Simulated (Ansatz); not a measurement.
Start from `[Cl][In]` and change one element to get `[B]Cl`.

Ansatz, PBE0-D4/def2-TZVP geometries, multiplicity 1. 

Elements past krypton have def2 core potentials.

| property | `[Cl][In]` |
| --- | --- |
| HOMO–LUMO gap (PBE0/def2-TZVPP) / eV | 5.48 |
| ideal-gas entropy at 298 K and 1 bar (rigid rotor, harmonic PBE0-D4/def2-TZVP) / J/(mol·K) | 248 |
| LUMO energy (ωB97M-V/def2-TZVPP) / eV | -0.29 |
| HOMO energy (PBE0/def2-TZVPP) / eV | -7.26 |
| size of the dipole moment (ωB97M-V/def2-TZVPP) / D | 3.47 |
| size of the dipole moment (PBE/def2-TZVPP) / D | 3.30 |

Q: What does the change do to each property? (Best estimate.)

A: The calculation gave: 
```csv
property,`[B]Cl`,shift
HOMO–LUMO gap (PBE0/def2-TZVPP) / eV,5.56,0.08
"ideal-gas entropy at 298 K and 1 bar (rigid rotor, harmonic PBE0-D4/def2-TZVP) / J/(mol·K)",213,-35
LUMO energy (ωB97M-V/def2-TZVPP) / eV,0.27,0.56
HOMO energy (PBE0/def2-TZVPP) / eV,-7.46,-0.20
size of the dipole moment (ωB97M-V/def2-TZVPP) / D,1.58,-1.89
size of the dipole moment (PBE/def2-TZVPP) / D,1.74,-1.56
```

With PBE0 the HOMO falls by 0.20 eV and the LUMO falls by 0.11 eV, so the gap widens by about 0.09 eV. PBE moves the HOMO by 0.06 eV and ωB97M-V by -0.40 eV. Dipoles are sizes alone; their direction can turn.
